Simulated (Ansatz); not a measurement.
Relaxation of CH₅FOSi₂ (10 atoms, charge 0, multiplicity 1), to a largest force component of 0.015 eV/Å in at most 40 steps.

The calculation used RKS CAM-B3LYP/def2-SVP in Ansatz 0.2.0.

```xyz
10
Properties=species:S:1:pos:R:3
O -0.483 2.162 0.995
C -0.378 1.084 1.449
Si 0.678 -0.135 0.541
F 0.908 -1.456 1.451
Si -0.312 -0.631 -1.464
H -0.840 0.762 2.385
H 2.121 0.380 0.337
H -0.338 0.574 -2.357
H 0.430 -1.677 -2.131
H -1.701 -1.115 -1.203
```

Q: Where does it end, and by what steps?

A: It converged. After 12 steps the energy has fallen by 0.251 eV; H6 moved furthest, 0.30 Å.

```
step  energy less start (eV)  largest force component (eV/Å)  accepted
   0                  0.0000                           3.202       yes
   1                 -0.1287                           1.509       yes
   2                 -0.1438                           2.562       yes
   3                 -0.1787                           0.803       yes
   4                 -0.2376                           0.612       yes
   5                 -0.2401                           0.456       yes
   6                 -0.2343                           0.454        no
   7                 -0.2499                           0.116       yes
   8                 -0.2508                           0.016       yes
   9                 -0.2510                           0.029       yes
  10                 -0.2503                           0.146        no
  11                 -0.2511                           0.024       yes
  12                 -0.2512                           0.012       yes
```

```xyz
10
Properties=species:S:1:pos:R:3
O -0.630 2.140 0.923
C -0.339 1.117 1.495
Si 0.707 -0.180 0.543
F 0.806 -1.533 1.448
Si -0.306 -0.655 -1.515
H -0.673 0.942 2.555
H 2.077 0.380 0.400
H -0.369 0.592 -2.322
H 0.491 -1.681 -2.240
H -1.682 -1.172 -1.283
```

Whether the end is a true minimum wasn't checked by a vibrational analysis.

The run took 32 s on 2 threads of Intel(R) Xeon(R) Platinum 8488C (Sapphire Rapids) (shared host), peak memory 0.28 GiB.
